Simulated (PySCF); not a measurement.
**Cost of response and excited-state runs on `C1[C@@H]2[C@H](F)C[C@@H](F)[C@@H]21`, C6H8F2**

Bonds (- single, = double, # triple, : aromatic): F1-C2, C2-C3, C3-C4, C4-F5, C4-C6, C6-C7, C7-C8, C8-C2, C8-C6. C2 carries H9; C3 carries H10, H11; C4 carries H12; C6 carries H13; C7 carries H14, H15; C8 carries H16. Stereochemistry as in F[C@@H]1C[C@@H](F)[C@H]2C[C@H]21. H15 is cis to C2 on the ring; H11 is cis to F1 on the ring; H14 is trans to C2 on the ring; H10 is trans to F1 on the ring.

PySCF with density fitting, on 1 thread of an Arm Neoverse V1, shared host. Command: `OMP_NUM_THREADS=1 python excited_run.py task.json out`

Question: How long does this run take, and how much memory?
- circular dichroism and optical rotation, CAM-B3LYP/def2-SVPD; 16 states

Answer: 
```csv
run,level,basis functions,wall time,peak memory (GiB)
circular dichroism and optical rotation,CAM-B3LYP/def2-SVPD,230,110 s,1.1
```
Times from a shared host are rough.
